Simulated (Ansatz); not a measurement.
AlFH$_{6}$O$_{2}$Si$_{2}$ (`[F][Al]([O][SiH3])[O][SiH3]`) at its PBE0-D4/def2-TZVP geometry, where that method's forces vanish. Total charge 0; spin multiplicity 1.

| atom | x (Å) | y (Å) | z (Å) |
| --- | --- | --- | --- |
| F1 | 0.9207 | 2.6042 | -0.4516 |
| Al2 | 0.3821 | 1.0793 | -0.1890 |
| O3 | -1.0560 | 0.6008 | -0.8718 |
| Si4 | -2.4679 | 0.1659 | -1.5508 |
| O5 | 1.2887 | 0.0524 | 0.7529 |
| Si6 | 2.2011 | -0.9214 | 1.6816 |
| H7 | -2.6534 | -1.3044 | -1.4371 |
| H8 | -2.4769 | 0.5447 | -2.9877 |
| H9 | -3.5901 | 0.8512 | -0.8581 |
| H10 | 1.6908 | -2.3155 | 1.6084 |
| H11 | 2.1510 | -0.4603 | 3.0935 |
| H12 | 3.6100 | -0.8969 | 1.2096 |

(1) For each bond, give half the difference of the two atoms' forces along it (eV/Å; positive pushes the atoms apart) under PBE-D4, r2SCAN-D4, B3LYP-D4, ωB97M-V in def2-TZVPP. (Best estimate.)

Answers

(1) Computed: 
```tsv
bond	length (Å)	PBE-D4	r2SCAN-D4	B3LYP-D4	ωB97M-V
F1–Al2	1.638	0.29	0.02	0.10	0.07
Al2–O3	1.662	-0.06	0.02	-0.03	0.01
Al2–O5	1.662	-0.06	0.02	-0.03	0.01
O3–Si4	1.626	0.22	0.01	0.15	0.14
Si4–H7	1.486	0.02	-0.03	-0.09	-0.14
Si4–H8	1.486	0.02	-0.03	-0.09	-0.14
Si4–H9	1.486	0.02	-0.03	-0.09	-0.14
O5–Si6	1.626	0.22	0.01	0.15	0.14
Si6–H10	1.486	0.02	-0.03	-0.09	-0.14
Si6–H11	1.486	0.02	-0.03	-0.09	-0.14
Si6–H12	1.486	0.02	-0.03	-0.09	-0.14
```

B3LYP here is the variant with VWN-RPA as its local correlation; programs differ in this.
